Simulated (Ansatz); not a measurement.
```yaml
atoms:
  - { symbol: B, position_ang: [0.0000, 0.0000, 0.0000] }
  - { symbol: F, position_ang: [1.4152, 0.0000, 0.0000] }
  - { symbol: F, position_ang: [-0.7076, 1.2256, 0.0000] }
  - { symbol: F, position_ang: [-0.7076, -1.2256, 0.0000] }
```

Basis set: cc-pVDZ (spherical functions). Left uncorrelated: 4 orbitals. Charge 0, multiplicity 1.

Computed with Ansatz (development build ahead of 0.2.0); each method stands on the lowest determinant of its kind that the runs found. Restricted open shells among the atoms or ions are ROHF, correlated in semicanonical orbitals with singles.

Question: Give the atomization energy at this shape (free ground-state atoms in the same class of orbitals less the molecule, no zero-point energy) of singlet BF3 by RHF-MP2, RHF.

Answer:

| method | atomization energy |
| --- | --- |
| RHF-MP2 | 19.22 eV |
| RHF | 14.38 eV |

Caution: the shape is not the minimum.
